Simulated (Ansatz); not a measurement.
The cluster SiB7⁺. Charge 1, multiplicity 3. Geometry PBE-D4/def2-SVP, that of the neutral doublet; atoms count from 1.

Cartesian coordinates in Å:
```
B 0.764 -0.252 1.570
B -1.384 1.031 0.366
B 1.268 -0.663 -1.167
B -1.148 0.793 -1.172
B 0.060 0.059 -1.845
B 1.579 -0.837 0.357
B -0.060 -0.157 -0.061
Si -1.079 0.026 1.953
```

The structure comes from a short search, and lower isomers may exist.

Q: Estimate the Mulliken populations from the PBE0/def2-TZVP orbitals of Ansatz.

A: 
```
atom  charge (e)  spin (α − β)
  B1        0.18          0.37
  B2        0.18          0.37
  B3        0.15          0.15
  B4        0.10          0.32
  B5        0.15          0.15
  B6        0.10          0.32
  B7       -0.14         -0.14
 Si8        0.27          0.46
```
Mulliken values and Mayer orders depend strongly on the basis.

Q: Where does the spin sit?

A: Summed by element: B 1.54, Si 0.46, of 2 unpaired in all. Largest on single atoms: Si8 0.46, B1 0.37, B2 0.37.

Q: And the Mayer bond orders between bonded heavy atoms (over 0.3)?

A: B1–B6 1.24 (1.57 Å); B1–B7 0.49 (1.83 Å); B1–Si8 1.09 (1.90 Å); B2–B4 1.24 (1.57 Å); B2–B7 0.49 (1.83 Å); B2–Si8 1.09 (1.90 Å); B3–B5 1.14 (1.56 Å); B3–B6 1.19 (1.57 Å); B3–B7 0.52 (1.80 Å); B4–B5 1.19 (1.56 Å); B4–B7 0.50 (1.82 Å); B5–B7 0.52 (1.80 Å); B6–B7 0.50 (1.82 Å); B7–Si8 0.48 (2.26 Å).
